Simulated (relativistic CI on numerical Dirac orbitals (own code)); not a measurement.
# Energy levels of Rb VIII

Calculated at this level of theory: Dirac-Coulomb-Breit CI, orbitals from a KLI potential per configuration, model QED (radiative potential, 1s self-energy scaled to tabulated hydrogen-like ionisation energies), valence Slater integrals scaled by 0.9, configuration energies shifted to the measured levels that pair with them (semi-empirical) (own radial code, finite nucleus).

CI space (outside the closed core [Ar]): 3d10.4s2, 3d10.4s.4p, 3d10.4p2, 3d10.4s.4d, 3d10.4s.5s, 3d10.4s.4f, 3d9.4s2.4p, 3d10.4d2, 3d10.4p.4d, 3d10.4p.5s, 3d10.4f2, 3d10.4p.4f, 3d10.4s.5p, 3d10.4s.5d, 3d10.4d.5s, 3d10.4s.6s, 3d10.4d.4f, 3d10.4s.6p, 3d10.4s.5f, 3d10.5s2, 3d10.4s.5g, 3d9.4s.4p2, 3d8.4s2.4p2, 3d10.4s.6d, 3d10.4f.5s, 3d10.4s.6f, 3d9.4s.4p.4d, 3d8.4s2.4d2, 3d9.4s.4p.5s, 3d9.4s.4p.4f. Levels of other configurations are missing.

```
No.  Configuration  Term  J  E (cm⁻¹)    %  Next component (%)  jj configuration (%)
  1       3d10.4s2    1S  0         0   98       2 3d10.4p2 1S           closed (98)
  2     3d10.4s.4p   3P°  0    131184  100                            4s 4p1/2 (100)
  3     3d10.4s.4p   3P°  1    134496   99               1 1P°         4s 4p1/2 (75)
  4     3d10.4s.4p   3P°  2    142536  100                            4s 4p3/2 (100)
  5     3d10.4s.4p   1P°  1    192221   97    2 3d10.4p.4d 1P°         4s 4p3/2 (73)
  6       3d10.4p2    3P  0    306932   96                4 1S          4p1/2^2 (83)
  7       3d10.4p2    3P  1    312701  100                         4p1/2 4p3/2 (100)
  8       3d10.4p2    1D  2    312921   60               32 3P      4p1/2 4p3/2 (91)
  9       3d10.4p2    3P  2    323543   68               27 1D          4p3/2^2 (95)
 10       3d10.4p2    1S  0    360665   93                4 3P          4p3/2^2 (81)
 11     3d10.4s.4d    3D  1    395852  100                            4s 4d3/2 (100)
 12     3d10.4s.4d    3D  2    396431  100                             4s 4d3/2 (62)
 13     3d10.4s.4d    3D  3    397341  100                            4s 4d5/2 (100)
 14     3d10.4s.4d    1D  2    429360   86      12 3d10.4p2 1D         4s 4d5/2 (53)
 15     3d10.4s.5s    3S  1    522127  100                               4s 5s (100)
 16    3d10.4p.4d‡   3F°  2    534400   89               7 1D°      4p1/2 4d3/2 (90)
 17     3d10.4s.5s    1S  0    534552  100                               4s 5s (100)
 18    3d10.4p.4d‡   3F°  3    539240   94    4 3d10.4s.4f 3F°      4p1/2 4d5/2 (55)
 19    3d10.4p.4d‡   3F°  4    545509   95    5 3d10.4s.4f 3F°      4p3/2 4d5/2 (95)
 20    3d10.4p.4d‡   1D°  2    548365   85               6 3P°      4p1/2 4d5/2 (40)
 21    3d10.4p.4d‡   3D°  1    563224   55              42 3P°      4p1/2 4d3/2 (77)
 22    3d10.4p.4d‡   3P°  2    563302   64              27 3D°      4p1/2 4d5/2 (57)
 23    3d10.4p.4d‡   3P°  0    568766   98    2 3d10.4s.5p 3P°      4p3/2 4d3/2 (98)
 24    3d10.4p.4d‡   3P°  1    570127   56              43 3D°      4p3/2 4d3/2 (91)
 25    3d10.4p.4d‡   3D°  3    570245   74              15 1F°      4p3/2 4d3/2 (32)
 26    3d10.4p.4d‡   3D°  2    571342   71              28 3P°      4p3/2 4d3/2 (59)
 27    3d10.4p.4d‡   1F°  3    575675   44   31 3d10.4s.4f 1F°      4p3/2 4d5/2 (57)
 28    3d10.4s.5p‡   3P°  0    584968   98    2 3d10.4p.4d 3P°         4s 5p1/2 (98)
 29    3d10.4s.5p‡   3P°  1    585484   81              16 1P°         4s 5p1/2 (93)
 30    3d10.4s.5p‡   3P°  2    588967   99    1 3d10.4p.5s 3P°         4s 5p3/2 (99)
 31    3d10.4s.5p‡   1P°  1    589919   70              17 3P°         4s 5p3/2 (85)
 32    3d10.4p.4d‡   1P°  1    604813   85   10 3d10.4s.5p 1P°      4p3/2 4d5/2 (62)
 33     3d10.4s.4f   3F°  2    610639   96    4 3d10.4p.4d 3F°         4s 4f5/2 (96)
 34     3d10.4s.4f   3F°  3    610776   95    4 3d10.4p.4d 3F°         4s 4f5/2 (53)
 35     3d10.4s.4f   3F°  4    610990   95    5 3d10.4p.4d 3F°         4s 4f7/2 (95)
 36     3d10.4s.4f   1F°  3    642707   59   39 3d10.4p.4d 1F°         4s 4f7/2 (33)
 37    3d10.4p.5s‡   3P°  0    684138   99    1 3d10.4s.5p 3P°         4p1/2 5s (99)
 38    3d10.4s.5d‡    3D  1    685250  100                            4s 5d3/2 (100)
 39    3d10.4s.5d‡    3D  2    685477   99                             4s 5d3/2 (67)
 40    3d10.4s.5d‡    3D  3    685874  100                            4s 5d5/2 (100)
 41    3d10.4p.5s‡   3P°  1    685967   86              12 1P°         4p1/2 5s (92)
 42    3d10.4s.5d‡    1D  2    689843   99                             4s 5d5/2 (66)
 43    3d10.4p.5s‡   3P°  2    695839   99    1 3d10.4s.5p 3P°         4p3/2 5s (99)
 44    3d10.4p.5s‡   1P°  1    702025   82              13 3P°         4p3/2 5s (90)
 45    3d10.4s.6s‡    3S  1    738443  100                               4s 6s (100)
 46    3d10.4s.6s‡    1S  0    742846  100                               4s 6s (100)
 47    3d10.4p.4f‡    1G  4    756667   31               28 3G      4p1/2 4f7/2 (81)
 48    3d10.4p.4f‡    3G  3    757436   65               15 3F      4p1/2 4f5/2 (87)
 49    3d10.4p.4f‡    3F  2    760424   81      11 3d10.4d2 3F      4p1/2 4f5/2 (63)
 50    3d10.4p.4f‡    3F  3    760705   48               34 1F      4p1/2 4f7/2 (67)
 51    3d10.4p.4f‡    1G  4    765164   34               23 3F      4p3/2 4f7/2 (37)
 52    3d10.4p.4f‡    3F  4    767085   42               41 3G      4p3/2 4f7/2 (43)
 53    3d10.4p.4f‡    3G  5    767609   81    19 3d10.4s.5g 3G      4p3/2 4f7/2 (81)
 54    3d10.4p.4f‡    1F  3    767763   48               22 3G      4p3/2 4f5/2 (80)
 55    3d10.4s.6p‡   3P°  0    768720  100                            4s 6p1/2 (100)
 56    3d10.4s.6p‡   3P°  1    769201   96               4 1P°         4s 6p1/2 (83)
 57    3d10.4s.6p‡   3P°  2    770725  100                            4s 6p3/2 (100)
 58    3d10.4s.6p‡   1P°  1    773997   94               4 3P°         4s 6p3/2 (82)
 59    3d10.4p.4f‡    3D  3    778948   89                6 1F      4p3/2 4f7/2 (69)
 60    3d10.4s.5f‡   3F°  4    778999  100                            4s 5f7/2 (100)
 61    3d10.4s.5f‡   3F°  3    779018  100                             4s 5f5/2 (57)
 62    3d10.4s.5f‡   3F°  2    779035  100                            4s 5f5/2 (100)
 63    3d10.4p.4f‡    3D  2    779638   46               33 1D      4p3/2 4f5/2 (60)
 64    3d10.4p.4f‡    3D  2    783508   50               33 1D      4p3/2 4f7/2 (76)
 65    3d10.4p.4f‡    3D  1    783613  100                         4p3/2 4f5/2 (100)
 66    3d10.4s.5f‡   1F°  3    783719   99    1 3d10.4p.4d 1F°         4s 5f7/2 (56)
 67    3d10.4s.5g‡    1G  4    789765   86      13 3d10.4d2 1G         4s 5g9/2 (51)
 68    3d10.4s.5g‡    3G  3    793875   87    12 3d10.4p.4f 3G         4s 5g7/2 (87)
 69    3d10.4s.5g‡    3G  4    794372   84    15 3d10.4p.4f 3G         4s 5g7/2 (49)
 70    3d10.4s.5g‡    3G  5    795091   81    19 3d10.4p.4f 3G         4s 5g9/2 (81)
```

Energies count from the lowest computed level; ° marks odd parity. Filled j subshells are mostly left out of the jj labels. ‡ marks configurations that were not tied to measured data.

The mean weight of the leading LS term, summed over parents, in these 70 levels is 84 %, and that of the leading jj configuration (from the same eigenvectors) 80 %.

Configurations whose levels could be paired with our table of measured levels were shifted onto them, all but the ground configuration, by the median error of their levels; single terms can still be off by 1,000 to 2,000 cm⁻¹ or more, and rates follow the energies as ν³ (E1, M1) or ν⁵ (E2). The others borrow a shift and can be off by several thousand cm⁻¹ or more. 21 of the 21 excited levels that our extract of the measured tables holds in this range could be paired (the sources list more); they are missed by 308 cm⁻¹ on average and 1720 at most, after the shifts were fitted to these levels, and levels without a partner can miss by more.

LS names give the leading component of a level, which can be under half, so a name can repeat, a term be missing and a line seem to break the LS rules.
